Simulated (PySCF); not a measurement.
Ga(F)2(NCO) (CF2GaNO), SMILES O=C=[N][Ga]([F])[F].

Geometry: PBE-D3(BJ)/def2-SVP. The structure was generated by enumeration; whether it is a known compound was not checked. Other conformers were not sampled.

Computed with PySCF 2.14.0 with PBE-D3(BJ)/def2-SVP.

Frequencies are harmonic and unscaled.

Computed vibrational spectrum:
| mode | ν (cm⁻¹) | IR (km/mol) | moving atoms (share of kinetic energy) |
|---|---|---|---|
| 1 | 46 | 0.6 | F 38 %, O 36 %, N 18 % |
| 2 | 54 | 0.2 | N 53 %, O 25 %, F 19 % |
| 3 | 180 | 22.7 | F 75 %, Ga 11 % |
| 4 | 184 | 39.9 | Ga 45 %, F 37 %, N 16 % |
| 5 | 185 | 30.4 | F 37 %, N 33 %, Ga 20 % |
| 6 | 486 | 26.0 | C 28 %, O 24 %, N 22 %, Ga 17 %, F 10 % |
| 7 | 586 | 18.4 | C 73 %, O 15 %, N 12 % |
| 8 | 597 | 20.3 | C 59 %, N 23 %, O 14 % |
| 9 | 690 | 76.5 | F 77 %, Ga 19 % |
| 10 | 736 | 65.3 | F 72 %, Ga 28 % |
| 11 | 1426 | 25.5 | N 58 %, O 41 % |
| 12 | 2359 | 1046.0 | C 71 %, N 15 %, O 14 % |
